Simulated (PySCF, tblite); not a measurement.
Computed geometry: GFN2-xTB, gas phase. One conformer each, none proved a minimum here. Atom numbers follow the mapped SMILES. Open shells are treated by occupation alone.

Problem. Rank these C–O bonds from shortest to longest.
A. C4–O5 in `[CH3:1]/[CH:2]=[N:3]\[CH:4]=[O:5]` with C2–N3–C4–O5 -85°
B. O2–C3 in `[CH3:1][O:2][c:3]1[cH:4][cH:5][n:6][cH:7][cH:8]1` with C1–O2–C3–C4 180°
C. C4–O5 in `[CH2:1]=[CH:2][C@@:3]1([C:4](=[O:5])[F:6])[CH2:7][CH2:8][C@@H:9]1[F:10]` with C1–C2–C3–C4 87°, C2–C3–C4–O5 122°, C2–C3–C7–C8 132°, C3–C7–C8–C9 -12°, C7–C8–C9–F10 131°, C2–C3–C9–C8 -132°

Solution. C (1.180 Å), A (1.203 Å), B (1.353 Å).

- 1.180 Å: drawn double, acyl halide carbon to carbonyl oxygen
- 1.203 Å: drawn double, carbonyl carbon to carbonyl oxygen
- 1.353 Å: drawn single, aryl ether oxygen to aromatic carbon bearing oxygen

Problem. Rank these C–N bonds from shortest to longest.
A. N2–C3 in `[OH:1][NH:2][c:3]1[cH:4][cH:5][cH:6][cH:7][cH:8]1` with H–O1–N2–C3 -102°, O1–N2–C3–C4 27°
B. C6–N7 in `[H]/[N:2]=[C:3]1\[CH2:4][C@@H:5]2[CH2:6][N:7][C@H:8]1[CH2:9]2` (doublet state)
C. C2–N3 in `[CH3:1]/[CH:2]=[N:3]\[CH:4]=[O:5]` with C2–N3–C4–O5 -85°

Solution. C (1.250 Å), A (1.393 Å), B (1.424 Å).

- 1.250 Å: drawn double, imine carbon to imine nitrogen
- 1.393 Å: drawn single, hydroxylamine nitrogen to aromatic carbon bearing nitrogen
- 1.424 Å: drawn single, ends: carbon bonded to C, N and 2 H; nitrogen bonded to 2 C, in a 5-membered ring

Problem. Rank these C–C bonds from shortest to longest.
A. C3–C8 in `[H]/[N:2]=[C:3]1\[CH2:4][C@@H:5]2[CH2:6][N:7][C@H:8]1[CH2:9]2` (doublet state)
B. C3–C9 in `[CH2:1]=[CH:2][C@@:3]1([C:4](=[O:5])[F:6])[CH2:7][CH2:8][C@@H:9]1[F:10]` with C1–C2–C3–C4 87°, C2–C3–C4–O5 122°, C2–C3–C7–C8 132°, C3–C7–C8–C9 -12°, C7–C8–C9–F10 131°, C2–C3–C9–C8 -132°
C. C3–C4 in `[F:1][c:2]1[cH:3][cH:4][p:5][c:6]([F:7])[p:8]1`
D. C2–C7 in `[CH3:1][C:2]([CH3:3])([C:4](=[O:5])[O-:6])[CH:7]([F:8])[F:9]` (charge -1) with C1–C2–C4–O5 101°, C1–C2–C7–F8 -170°
E. C1–C2 in `[CH3:1]/[CH:2]=[N:3]\[CH:4]=[O:5]` with C2–N3–C4–O5 -85°

Solution. C (1.379 Å), E (1.488 Å), D (1.510 Å), A (1.534 Å), B (1.554 Å).

- 1.379 Å: aromatic, both ends aromatic CH carbon, in a 6-membered ring
- 1.488 Å: drawn single, methyl carbon to imine carbon
- 1.510 Å: drawn single, sp3 carbon next to a carbonyl to CHF2 carbon
- 1.534 Å: drawn single, ends: carbon bonded to 2 C and N; carbon bonded to 2 C, N and H, in a 5-membered ring
- 1.554 Å: drawn single, sp3 carbon next to a carbonyl to sp3 C–F carbon, in a 4-membered ring

Problem. Order these C–C–C angles, narrowest first.
A. C1–C2–C3 in `[CH3:1][C:2]([CH3:3])([C:4](=[O:5])[O-:6])[CH:7]([F:8])[F:9]` (charge -1) with C1–C2–C4–O5 101°, C1–C2–C7–F8 -170°
B. C2–C3–C4 in `[F:1][c:2]1[cH:3][cH:4][p:5][c:6]([F:7])[p:8]1`
C. C2–C4–C5 in `[CH3:1][C:2](=[O:3])[C@@H:4]1[CH2:5][Si@H:6]([CH3:7])[O:8][C@@H:9]1[CH3:10]` with C1–C2–C4–C5 -137°, C2–C4–C5–Si6 -85°, C4–C5–Si6–C7 104°, C5–Si6–O8–C9 -8°, Si6–O8–C9–C10 155°
D. C4–C5–C6 in `[OH:1][NH:2][c:3]1[cH:4][cH:5][cH:6][cH:7][cH:8]1` with H–O1–N2–C3 -102°, O1–N2–C3–C4 27°
E. C3–C7–C8 in `[CH2:1]=[CH:2][C@@:3]1([C:4](=[O:5])[F:6])[CH2:7][CH2:8][C@@H:9]1[F:10]` with C1–C2–C3–C4 87°, C2–C3–C4–O5 122°, C2–C3–C7–C8 132°, C3–C7–C8–C9 -12°, C7–C8–C9–F10 131°, C2–C3–C9–C8 -132°
F. C3–C4–C5 in `[H]/[N:2]=[C:3]1\[CH2:4][C@@H:5]2[CH2:6][N:7][C@H:8]1[CH2:9]2` (doublet state)

Solution. E (89.9°), F (101.6°), C (108.5°), A (111.3°), D (120.5°), B (125.7°).
